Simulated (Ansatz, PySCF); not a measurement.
Ligands exchanged one at a time, Si OH-SH. Gas-phase values, no solvent. One relaxed conformer stands for each flexible species; it need not be the lowest. Strings in code marks are SMILES.

Quantity: redistribution energy (mixed species minus the weighted end members), in eV.

Level 1: B3LYP/3-21G // ωB97X-D3(BJ)/def2-TZVP (PySCF)
Level 2: PBE/6-31G* // ωB97X-D3(BJ)/def2-TZVP (PySCF)
Level 3: SVWN5/6-31G* // ωB97X-D3(BJ)/def2-TZVP (PySCF)
Level 4: HF/cc-pVTZ // ωB97X-D3(BJ)/def2-TZVP (Ansatz, an electronic-structure program)

| species | level 1 | level 2 | level 3 | level 4 |
|---|---|---|---|---|
| 3 of 4 OH replaced by SH: `O[Si](S)(S)S` | 0.040 | ___ | 0.048 | ___ |
| 2 of 4 OH replaced by SH: `O[Si](O)(S)S` | 0.042 | 0.043 | 0.061 | 0.121 |
| 1 of 4 OH replaced by SH: `[Si](O)(O)(O)S` | 0.022 | 0.013 | ___ | 0.060 |

Question: Fill in the missing entries.

Answer: 
- 3 of 4 OH replaced by SH: `O[Si](S)(S)S`, level 2: 0.037
- 3 of 4 OH replaced by SH: `O[Si](S)(S)S`, level 4: 0.082
- 1 of 4 OH replaced by SH: `[Si](O)(O)(O)S`, level 3: 0.024
